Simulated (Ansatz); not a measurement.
Start from `C=C[Si](N)(N)O` and change one atom or group to get `C=C[Si](N)(N)F`.

Ansatz, PBE0-D4/def2-TZVP geometries, multiplicity 1. Each molecule was computed in one conformer, which needn't be the lowest.

```csv
property,`C=C[Si](N)(N)O`
HOMO–LUMO gap (PBE0/def2-TZVPP) / eV,7.05
HOMO–LUMO gap (PBE/def2-TZVPP) / eV,4.65
LUMO energy (ωB97M-V/def2-TZVPP) / eV,1.94
HOMO–LUMO gap (ωB97M-V/def2-TZVPP) / eV,11.46
LUMO energy (PBE0/def2-TZVPP) / eV,-0.15
HOMO energy (ωB97M-V/def2-TZVPP) / eV,-9.52
```

**Question.** Give the same properties after the change, and the shifts. (Estimate.)

**Answer.** Computed: 
```tsv
property	`C=C[Si](N)(N)F`	shift
HOMO–LUMO gap (PBE0/def2-TZVPP) / eV	7.08	0.03
HOMO–LUMO gap (PBE/def2-TZVPP) / eV	4.68	0.03
LUMO energy (ωB97M-V/def2-TZVPP) / eV	1.78	-0.16
HOMO–LUMO gap (ωB97M-V/def2-TZVPP) / eV	11.51	0.05
LUMO energy (PBE0/def2-TZVPP) / eV	-0.31	-0.16
HOMO energy (ωB97M-V/def2-TZVPP) / eV	-9.73	-0.21
```
